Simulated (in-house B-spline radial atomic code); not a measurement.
The numbers below are computed, except where a source is named.
# C6 from the polarisability at imaginary frequency: Se⁴⁺

CAM-B3LYP linear response of the closed shell [Ar] 3d10 4s2, from an all-electron radial atomic-structure program (B-spline basis); scalar-relativistic (spin-free one-electron X2C), finite nucleus, no spin-orbit coupling; shells from n = 2 respond.

The dispersion coefficient of two like species is C6 = (3/π) ∫ α(iu)² du from 0 to ∞.

```
u (hartree)  α(iu) (bohr³)
          0          4.776
      0.335          3.784
      0.783           2.09
       1.34          1.162
       2.24         0.6498
       3.35         0.4193
       5.03         0.2676
       7.83         0.1571
       11.2        0.09718
       16.8        0.05329
         28        0.02328
       55.9       0.007014
```

Question: Fit one oscillator, α(iu) = α(0)/(1 + u²/ω²), through u = 1.34 and estimate C6.

Answer: From α(0)/α(iu) − 1 = 4.776/1.162 − 1 = 3.1102, ω = u/√3.1102 = 0.7598 hartree (20.7 eV). London's formula gives C6 = (3/4) α(0)² ω = 0.75 × 4.776² × 0.7598 = 13 hartree·bohr⁶, and the oscillator holds f = α(0) ω² = 2.76 electrons, of a sum of oscillator strengths of 28.6.

Question: How does that compare with the full integral?

Answer: The program's quadrature over all excitations gives C6 = 12.5, so the single oscillator is off by +4.0 %. At the last point the fit gives α = 0.000882 against 0.00701: higher excitations, and deeper shells where there are any, keep the true curve higher at large u.
